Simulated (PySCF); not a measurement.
Point-charge models of `CN([SiH2]N(C)CCC)C` against its computed dipole.

Coordinates (GFN2-xTB, Å) and charges (e) from the PBE0/pcSseg-1 density (PySCF):

```tsv
atom	x	y	z	Mulliken	IAO	Hirshfeld	ESP-fitted
C1	3.095	1.074	0.766	-0.2717	-0.4180	-0.1165	-0.4386
C2	2.283	-0.046	0.130	-0.2843	-0.2605	-0.0726	+0.1902
C3	1.035	0.498	-0.575	-0.0067	-0.1417	-0.0246	+0.0942
N4	0.142	-0.521	-1.075	-0.7931	-0.5115	-0.1690	-0.3256
C5	0.666	-1.258	-2.196	-0.0673	-0.2976	-0.0716	-0.3005
Si6	-1.044	-1.231	-0.052	+0.8955	+0.9829	+0.3801	+0.5698
N7	-1.861	0.074	0.716	-0.7925	-0.5100	-0.1706	-0.1220
C8	-2.616	-0.142	1.920	-0.0704	-0.2959	-0.0712	-0.4370
C9	-2.364	1.192	-0.044	-0.0850	-0.2992	-0.0716	-0.2164
H10	2.499	1.602	1.507	+0.1080	+0.1362	+0.0393	+0.1108
H11	3.980	0.675	1.257	+0.1148	+0.1421	+0.0407	+0.1042
H12	3.416	1.790	0.012	+0.1057	+0.1349	+0.0380	+0.0957
H13	1.963	-0.754	0.896	+0.1249	+0.1315	+0.0346	-0.0217
H14	2.906	-0.584	-0.587	+0.1186	+0.1264	+0.0334	-0.0022
H15	1.345	1.137	-1.413	+0.1037	+0.1194	+0.0323	+0.0325
H16	0.474	1.108	0.133	+0.1242	+0.1351	+0.0336	-0.0201
H17	-0.120	-1.877	-2.620	+0.1166	+0.1452	+0.0421	+0.1256
H18	1.019	-0.563	-2.963	+0.1027	+0.1324	+0.0383	+0.1119
H19	1.500	-1.913	-1.918	+0.1020	+0.1150	+0.0303	+0.0873
H20	-0.555	-2.054	1.066	-0.1436	-0.1759	-0.0955	-0.1484
H21	-1.853	-2.066	-0.953	-0.1465	-0.1759	-0.0966	-0.1469
H22	-2.180	-0.959	2.487	+0.1145	+0.1444	+0.0427	+0.1434
H23	-2.603	0.763	2.536	+0.1044	+0.1317	+0.0373	+0.1380
H24	-3.664	-0.390	1.706	+0.0935	+0.1140	+0.0303	+0.1328
H25	-3.419	1.055	-0.313	+0.0992	+0.1158	+0.0308	+0.0792
H26	-1.785	1.304	-0.956	+0.1278	+0.1493	+0.0412	+0.0656
H27	-2.283	2.111	0.547	+0.1054	+0.1298	+0.0362	+0.0982
```

Task: Form Σ q r in debye for every column and set it beside the full dipole.

Result: The full density gives (0.19, 0.45, -0.08) D, 0.49 D in size; dipole vectors point from the negative to the positive end.

| scheme | μx | μy | μz | size (D) | share of the full size (%) | angle to the full dipole (°) |
| --- | --- | --- | --- | --- | --- | --- |
| Mulliken | 0.33 | 0.23 | 0.14 | 0.43 | 88 | 43 |
| IAO | -0.03 | -0.46 | 0.02 | 0.46 | 93 | 160 |
| Hirshfeld | 0.08 | 0.24 | -0.04 | 0.26 | 52 | 5 |
| ESP-fitted | 0.16 | 0.45 | -0.08 | 0.49 | 99 | 4 |

Task: Which set comes closest?

Result: Length of the difference vector: ESP-fitted 0.03 D, Hirshfeld 0.24 D, Mulliken 0.34 D, IAO 0.94 D. Closest: ESP-fitted. The schemes that divide the density aren't constrained to reproduce the dipole.

Task: What is left for the Hirshfeld atoms' own dipoles?

Result: The Hirshfeld atoms' densities add up to the full density, so μ = Σ q r + Σ (atomic dipoles). The atomic dipoles sum to (0.19, 0.45, -0.08) − (0.08, 0.24, -0.04) = (0.11, 0.21, -0.04) D, 0.24 D in size.

Task: With the origin at the mean of the coordinates, (-0.001, 0.001, 0.000) Å, which are the largest single terms, by size, of the IAO dipole along the direction of the full one?

Result: Si6 -7.13, C1 -4.08, H21 +2.06, C8 +2.01, H20 +1.90 D; all 27 atoms together -0.43 D. The single terms depend on the origin, their sum doesn't.

Task: Give the size of the full dipole in other units.

Result: 0.49 D = 0.193 au = 0.102 e·Å = 1.64 × 10⁻³⁰ C·m.

The structure is a single GFN2-xTB conformer in the gas phase; no vibrational or solvent corrections.

Shape of the structure used: `[CH3:1][CH2:2][CH2:3][N:4]([CH3:5])[SiH2:6][N:7]([CH3:8])[CH3:9]`: C1–C2–C3–N4 -174°, C2–C3–N4–C5 -70°, C3–N4–Si6–N7 49°, N4–Si6–N7–C8 -161°.
